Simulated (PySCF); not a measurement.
C3H9FSi, SMILES CCC[SiH2]F. The structure is a stationary point at PBE0-D3(BJ)/def2-SVP. The values are those of a single conformer.

### Question
Give the equilibrium geometry at PBE0-D3(BJ)/def2-SVP (PySCF confirms it by a frequency run) as Cartesian coordinates in Å. (An estimate is asked for; the answer gives what the named calculation found.)

### Answer
One answer among several that fit: 
```xyz
14

Si     0.9826    -0.4604     0.0364
F      2.4249     0.1052    -0.4741
C     -0.2997     0.8752    -0.2421
C     -1.6189     0.6766     0.5081
C     -2.3660    -0.5907     0.1172
H      0.7110    -1.7097    -0.7313
H      1.1070    -0.7772     1.4905
H      0.1755     1.8248     0.0608
H     -0.4807     0.9617    -1.3284
H     -2.2693     1.5505     0.3345
H     -1.4230     0.6648     1.5946
H     -1.7910    -1.5002     0.3591
H     -3.3293    -0.6674     0.6433
H     -2.5733    -0.6152    -0.9648
```
Charge 0, spin multiplicity 1.
